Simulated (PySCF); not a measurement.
## Löwdin shares of the frontier orbitals

Compound: BH₆OPSi.
Z-matrix (Å and degrees, PBE0-D3(BJ)/def2-SVP geometry), rows numbered from 1:
```
B 
P   1  1.8464
Si  2  2.2428  1  107.36
O   3  1.6622  2  111.56  1   166.11
H   1  1.2058  2  120.29  3   142.45
H   1  1.2071  2  118.34  3   -44.44
H   2  1.4187  1  108.18  3  -114.85
H   3  1.4943  2  103.53  1    44.06
H   3  1.4861  2  112.73  1   -76.12
H   4  0.9620  3  116.71  2   -54.39
```

The calculation used PySCF 2.14.0, density-fitted response routines, TDDFT CAM-B3LYP/def2-SVPD, vertical, gas phase, core orbitals frozen in the response.

Kohn–Sham orbitals with the atoms that hold most of them (Löwdin shares over 4%, at most four atoms; ? is withheld):

```csv
orbital,ε (eV),atoms
LUMO+2,1.07,"B1 37%, P2 18%, Si3 15%, H7 12%"
LUMO+1,0.56,"Si3 32%, O4 24%, H10 13%, P2 10%"
LUMO,?,?
HOMO,-8.67,"P2 60%, B1 18%, Si3 10%, H7 6%"
HOMO-1,-9.90,?
HOMO-2,-10.81,"O4 26%, Si3 24%, H8 16%, H9 13%"
HOMO-3,-11.10,"B1 38%, H6 25%, P2 19%, H7 10%"
```

(1) Give the leading atoms of the LUMO.

(2) Which atoms hold the HOMO-1, and with what shares?

(3) What is the LUMO energy, and the HOMO–LUMO gap?

Results:

(1) B1 (bonded to P and 2 H) 47%; P2 (bonded to B, Si and H) 24%; H6 (bonded to B) 9%; H5 (bonded to B) 8%. By element: boron 47%, phosphorus 24%, hydrogen 17% or more.

(2) P2 (bonded to B, Si and H) 28%; O4 (bonded to Si and H) 24%; Si3 (bonded to O, P and 2 H) 16%; B1 (bonded to P and 2 H) 12%.

(3) ε(LUMO) = -0.69 eV; the gap is 7.98 eV (0.2932 hartree).

**Question.** The HOMO–LUMO gap is 7.98 eV. Where does the response calculation put the lowest singlet, and from which orbitals?

**Answer.** S1 is at 4.95 eV (f = 0.114), 3.03 eV below the gap, made of HOMO→LUMO (88%). 

**Question.** Give energy, strength and leading configuration of S1, S2, S5 and S7, and follow the Löwdin shares of the leading atoms from the occupied to the empty orbital.

**Answer.** 
- S1 (4.95 eV, f 0.114), HOMO→LUMO (88%): P2 60% → 24%, B1 18% → 47%
- S2 (5.66 eV, f 0.037), HOMO-1→LUMO (78%): P2 28% → 24%, O4 24% → at most 9%, B1 12% → 47%
- S5 (6.48 eV, f 0.102), HOMO→LUMO+1 (74%): P2 60% → 10%, B1 18% → at most 11%, Si3 10% → 32%, O4 at most 6% → 24%
- S7 (7.14 eV, f 0.032), HOMO-1→LUMO+1 (72%): P2 28% → 10%, O4 24% → 24%, Si3 16% → 32%

One conformer stands for the species.
